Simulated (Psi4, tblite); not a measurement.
Approach curve of the dimer H4Ge ··· COS (SMILES [GeH4] and O=C=S). Monomers: optimised at B3LYP-D3(BJ) (def2-TZVP), held rigid. Orientation: a higher rigid-body minimum at GFN2-xTB. The monomers approach along the line of their centres of mass (distance R); nothing else relaxes.

Geometry at R = 4.40 Å (first 5 atoms: monomer A):
```
8

Ge     0.0000     0.0000     0.0000
H     -0.8646    -0.6263    -1.1041
H      0.2608     1.4771    -0.3300
H      1.3381    -0.7487     0.0890
H     -0.7343    -0.1021     1.3451
O      2.1513     0.8274    -2.0183
C      3.2591     1.1404    -1.9187
S      4.7569     1.5635    -1.7840
```

Computed with: GFN2-xTB (tblite); SAPT0/jun-cc-pVDZ, frozen core (Psi4).

Interaction energies in kJ/mol:

```tsv
R / Å	GFN2-xTB
3.83	4.43
4.03	-8.35
4.23	-13.10
4.40	-13.66
4.59	-12.44
4.80	-10.23
5.14	-6.66
5.41	-4.52
5.87	-2.27
6.62	-0.79
7.60	-0.26
8.88	-0.10
```

Problem. Predict the corresponding SAPT0/jun-cc-pVDZ column.

Solution. 3.83: 45.22; 4.03: 22.50; 4.23: 9.80; 4.40: 3.82; 4.59: 0.27; 4.80: -1.47; 5.14: -2.07; 5.41: -1.83; 5.87: -1.21; 6.62: -0.56; 7.60: -0.22; 8.88: -0.08 (kJ/mol).
